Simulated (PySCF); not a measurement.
H2Cd, SMILES [CdH2], singlet (PBE0/def2-SVP optimised geometry):

```
3

Cd     0.000     0.000     0.000
H      1.680     0.000     0.000
H     -1.680     0.000     0.000
```

Computed with PBE0/def2-TZVP, def2 effective core potentials past Kr (PySCF).

**Question.** What are the frontier orbital energies and the dipole moment?

**Answer.** HOMO-2 -14.73 eV, HOMO-1 -9.25 eV, HOMO -7.79 eV, LUMO -0.70 eV, LUMO+1 -0.70 eV; dipole moment 0.00 D.

On the same geometry PBE/def2-TZVP, def2 effective core potentials past Kr (PySCF) gives HOMO-2 -12.55 eV, HOMO-1 -8.10 eV, HOMO -6.68 eV, LUMO -1.39 eV, LUMO+1 -1.39 eV; dipole moment 0.00 D.
